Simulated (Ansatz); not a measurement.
Geometry optimisation, Ansatz, RKS PBE0/def2-mTZVP.

The input (input.yaml):

```yaml
crystal:
  periodic: [false, false, false]
  atoms:
    - { symbol: C, position_ang: [-0.82554, -0.20009, 0.49588] }
    - { symbol: S, position_ang: [0.50814, -1.44727, 0.55603] }
    - { symbol: Zn, position_ang: [-0.74053, -3.06815, -0.43877] }
    - { symbol: Br, position_ang: [-2.97898, -3.14693, -1.055] }
    - { symbol: H, position_ang: [-0.56722, 0.66115, 1.10731] }
    - { symbol: H, position_ang: [-1.04129, 0.09543, -0.5291] }
    - { symbol: H, position_ang: [-1.69613, -0.69407, 0.91694] }
basis:
  gaussian: { orbitals: def2-mTZVP }
hamiltonian:
  xc: pbe0
relax:
  f_tol: 0.015
  max_steps: 40
```

Launched with:

```bash
$ ansatz run input.yaml --threads 2 --pin off --max-ram 3072MiB --backend cpu --events-out ev --progress --plain --runs-dir out
```

Task: Where does it end, and by what steps?

Result: It converged. After 8 steps the energy has fallen by 0.549 eV; Br4 moved furthest, 1.19 Å.

```csv
step,energy less start (eV),largest force component (eV/Å),accepted
0,0.0000,1.234,yes
1,-0.2685,0.673,yes
2,-0.3893,0.351,yes
3,-0.4536,0.173,yes
4,-0.5001,0.164,yes
5,-0.5321,0.152,yes
6,-0.5449,0.229,yes
7,-0.5477,0.080,yes
8,-0.5488,0.014,yes
```

```xyz
7
Properties=species:S:1:pos:R:3
C -0.747 -0.020 0.609
S 0.178 -1.599 0.453
Zn -1.279 -2.883 -0.497
Br -2.770 -4.243 -1.478
H -0.073 0.677 1.107
H -1.011 0.395 -0.362
H -1.640 -0.127 1.222
```

Whether the end is a true minimum wasn't checked by a vibrational analysis.

Time of the run: 35 s on 2 threads of Arm Neoverse V2 (shared host), peak memory 0.32 GiB.
